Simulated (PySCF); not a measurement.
C2H6FNSi2, SMILES N[Si@@H]1C=C[Si@@H]1F. Coordinates come from a B3LYP-D3(BJ)/def2-SVP optimisation. The structure was generated by enumeration; whether it is a known compound was not checked. Other conformers were not sampled.

Give the equilibrium geometry at B3LYP-D3(BJ)/def2-SVP (PySCF confirms it by a frequency run) as bond lengths and angles. (An estimate is asked for; the answer gives what the named calculation found.)

One answer among several that fit: 
Atoms: N1 Si2 C3 C4 Si5 F6 H7 H8 H9 H10 H11 H12. Bonded distances (Å): N1–Si2 1.727, N1–H7 1.014, N1–H8 1.014, Si2–C3 1.902, Si2–Si5 2.356, Si2–H9 1.493, C3–C4 1.361, C3–H10 1.099, C4–Si5 1.883, C4–H11 1.098, Si5–F6 1.643, Si5–H12 1.494. Bond angles (°): Si2–N1–H7 121.4, Si2–N1–H8 122.0, H7–N1–H8 112.1, N1–Si2–C3 116.9, N1–Si2–Si5 122.8, N1–Si2–H9 105.3, C3–Si2–Si5 73.8, C3–Si2–H9 114.7, Si5–Si2–H9 120.9, Si2–C3–C4 106.2, Si2–C3–H10 131.0, C4–C3–H10 122.8, C3–C4–Si5 104.3, C3–C4–H11 123.1, Si5–C4–H11 132.6, Si2–Si5–C4 75.7, Si2–Si5–F6 117.1, Si2–Si5–H12 127.3, C4–Si5–F6 113.7, C4–Si5–H12 116.2, F6–Si5–H12 104.5.
